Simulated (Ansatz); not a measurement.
```xyz
10

C    -0.0377    0.5264   -1.5537
Si    0.1046   -0.8103   -0.2316
In   -0.0593    0.1713    2.1488
H     0.0351    0.0835   -2.5496
H     0.7601    1.2653   -1.4525
H    -0.9950    1.0473   -1.4838
H     1.4016   -1.5281   -0.4034
H    -0.9712   -1.8221   -0.4453
H    -1.5810    0.3544    2.9584
H     1.3427    0.7123    3.0126
```

The species carries charge 0 and has multiplicity 1. In: def2 effective core potential.

List the PBE/def2-TZVPP orbital energies in eV (Ansatz 0.2.0). (Estimate.)

Computed: Occupied: -1779.36, -268.78, -137.10, -121.80, -93.84, -93.83, -93.82, -79.59, -79.23, -79.22, -18.76, -18.58, -18.56, -18.49, -18.41, -17.38, -12.50, -10.31, -10.13, -9.83, -8.02, -7.95, -6.76, -6.05. Lowest empty: -2.79, -0.67, 0.03, 0.17, 0.71, 1.05, 1.18, 1.42.
